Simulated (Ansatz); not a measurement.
`C[Se]BCF` + `FCC(F)(F)F` → `FCBCF` + `C[Se]C(F)(F)F`  (formal exchange of groups at a B–Se bond)

Program: Ansatz. Geometries: PBE0-D4/def2-TZVP. ΔE: electronic, gas phase. CBS: MP2 limit from def2 TZ/QZ plus the TZ coupled-cluster correction, frozen cores. DFT in def2-TZVPP. B3LYP here is the variant with VWN-RPA as its local correlation; programs differ in this. For Se outer-core shells are correlated without core-valence functions, which leaves a few kJ/mol of doubt a bond. Scalar relativity is left out up to krypton. Each species was taken in one conformer, which may not be the lowest.

`C[Se]BCF`:

```xyz
11

C    -1.823   -0.733    1.249
Se   -0.058    0.094    1.322
B     0.392    0.173   -0.524
C     1.795    0.722   -0.959
F     1.892    0.894   -2.336
H    -2.518   -0.108    1.806
H    -1.769   -1.721    1.701
H    -2.132   -0.808    0.209
H    -0.401   -0.215   -1.326
H     2.037    1.682   -0.487
H     2.584    0.020   -0.656
```

`FCC(F)(F)F`:

Cartesian coordinates in Å:
```
F -1.419 -1.068 -0.029
C -0.611 -0.073 -0.497
C 0.576 0.101 0.428
F 1.310 -1.008 0.508
F 1.354 1.082 -0.048
F 0.199 0.433 1.662
H -0.243 -0.334 -1.492
H -1.167 0.867 -0.532
```

`FCBCF`:

Cartesian coordinates in Å:
```
F 0.910 -1.493 -1.863
C 0.805 -0.873 -0.629
B -0.404 0.088 -0.479
C -0.642 0.851 0.853
F 0.299 0.591 1.845
H 0.761 -1.649 0.149
H 1.740 -0.328 -0.431
H -1.179 0.269 -1.372
H -0.655 1.935 0.671
H -1.637 0.609 1.255
```

`C[Se]C(F)(F)F`:

Z-matrix (Å, degrees):
```
C
Se 1 1.941
H 1 1.088 2 110.2
H 1 1.088 2 110.2 3 -123.2
H 1 1.089 2 105.8 3 118.4
C 2 1.952 1 95.4 3 61.8
F 6 1.331 2 108.7 1 179.9
F 6 1.336 2 112.6 1 -60.4
F 6 1.336 2 112.6 1 60.3
```

(1) Is it downhill or uphill in electronic energy at CCSD(T)/CBS, and by how much? (An estimate is asked.)

(2) What do these levels give: PBE-D4, r2SCAN-D4, PBE0-D4, ωB97M-V, B2PLYP, PBE, PBE0, B3LYP, SCS-MP2/def2-TZVPP, CCSD(T)/def2-TZVPP, HF/def2-QZVPP, SCS-MP2/def2-QZVPP? (An estimate is asked.)

Largest T1 diagnostic among the species: 0.012.

## Answers

(1) The calculation gave: Uphill: ΔE = +114.8 kJ/mol.

(2) Ansatz gave: PBE-D4 101.9, r2SCAN-D4 106.4, PBE0-D4 109.4, ωB97M-V 102.6, B2PLYP 109.2, PBE 102.4, PBE0 109.8, B3LYP 102.1, SCS-MP2/def2-TZVPP 116.9, CCSD(T)/def2-TZVPP 118.1, HF/def2-QZVPP 116.7, SCS-MP2/def2-QZVPP 114.9 kJ/mol.

From PBE to PBE0 (25 % exact exchange), in def2-TZVPP and without D4, ΔE moves by +7.4 kJ/mol.
